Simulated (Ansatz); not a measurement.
Cost and result for the atomization energy of FH7Si3, SMILES `F[SiH]([SiH3])[SiH3]` (11 atoms, 10 bonds).

```xyz
11

F    -1.102   -1.550    1.307
Si   -0.096   -0.364    0.878
Si    1.415   -1.167   -0.724
Si   -1.337    1.449    0.057
H     0.645    0.051    2.102
H     2.192   -2.325   -0.208
H     2.355   -0.062   -1.063
H     0.691   -1.574   -1.958
H    -2.079    1.052   -1.169
H    -0.383    2.537   -0.291
H    -2.301    1.953    1.070
```

Charge 0, multiplicity 1. The structure was optimised at the PBE0-D4/def2-TZVP level. Program: Ansatz. All runs use 4 threads of an Arm Neoverse V2 on a shared host. Times are those of one run each, without the atoms' runs, and a repeat can differ threefold. Electronic energies, without spin–orbit coupling; frozen cores. CCSD(T)/CBS adds CCSD(T) − MP2 in def2-TZVPP to the MP2 limit, and its time is that of the two runs behind it. T1 = 0.013. B3LYP takes the VWN-RPA correlation (the form of Gaussian; ORCA's B3LYP/G).

CCSD(T)/CBS is a level of theory with its own doubt, some kJ/mol a heavy atom from the limit and from the frozen cores, so smaller differences don't rank the functionals.

| level | functions | wall time |
| --- | --- | --- |
| BLYP-D4/def2-TZVPP | 255 | 1.6 s |
| CCSD(T)/def2-SVP | 103 | 2.2 s |
| BHLYP-D4/def2-TZVPP | 255 | 2.4 s |
| CAM-B3LYP-D4/def2-TZVPP | 255 | 2.7 s |
| r2SCAN-D4/def2-TZVPP (with forces) | 255 | 3.6 s |
| B3LYP-D4/def2-TZVPP (with forces) | 255 | 3.7 s |
| B2PLYP/def2-TZVPP | 255 | 4 s |
| r2SCANh-D4/def2-TZVPP | 255 | 4 s |
| PBE-QIDH/def2-TZVPP | 255 | 4 s |
| ωB97M-V/def2-TZVPP (with forces) | 255 | 9 s |
| MP2/def2-QZVPP | 477 | 16 s |
| CCSD(T)/def2-TZVPP | 255 | 80 s |
| CCSD(T)/CBS(def2) | – | 96 s |

Problem. What atomization energy does each give, and how far from CCSD(T)/CBS? (An estimate is asked.)

Solution. The calculation gave: 
| level | atomization (kJ/mol) | difference from CCSD(T)/CBS | per bond |
| --- | --- | --- | --- |
| BLYP-D4/def2-TZVPP | 3307.0 | -52.0 | -5.2 |
| CCSD(T)/def2-SVP | 3103.1 | -255.9 | -25.6 |
| BHLYP-D4/def2-TZVPP | 3305.9 | -53.1 | -5.3 |
| CAM-B3LYP-D4/def2-TZVPP | 3358.1 | -0.9 | -0.1 |
| r2SCAN-D4/def2-TZVPP (with forces) | 3346.4 | -12.6 | -1.3 |
| B3LYP-D4/def2-TZVPP (with forces) | 3342.3 | -16.7 | -1.7 |
| B2PLYP/def2-TZVPP | 3296.0 | -63.0 | -6.3 |
| r2SCANh-D4/def2-TZVPP | 3333.9 | -25.1 | -2.5 |
| PBE-QIDH/def2-TZVPP | 3295.0 | -64.0 | -6.4 |
| ωB97M-V/def2-TZVPP (with forces) | 3343.3 | -15.7 | -1.6 |
| MP2/def2-QZVPP | 3305.4 | -53.6 | -5.4 |
| CCSD(T)/def2-TZVPP | 3268.7 | -90.3 | -9.0 |
| CCSD(T)/CBS(def2) | 3359.0 | 0.0 | 0.0 |

From r2SCAN to r2SCAN0 (25 % exact exchange), in def2-TZVPP and without D4, the atomization energy moves by −30.9 kJ/mol: exact exchange takes away binding that semilocal exchange gives to molecules. The D4 term adds +38.7 kJ/mol with B3LYP and +20.5 kJ/mol with PBE0; it sums over pairs of atoms, weighted by their polarisabilities, and B3LYP, whose exchange is more repulsive, gets the larger term. Leaving LDA and LC-ωPBE aside and taking each functional with its dispersion term where it has one, the values, not all of them listed here, spread over 121.0 kJ/mol, from revPBE-D4 to ωB97X-V. LDA lies +403.5 kJ/mol from PBE without D4, its usual overbinding.
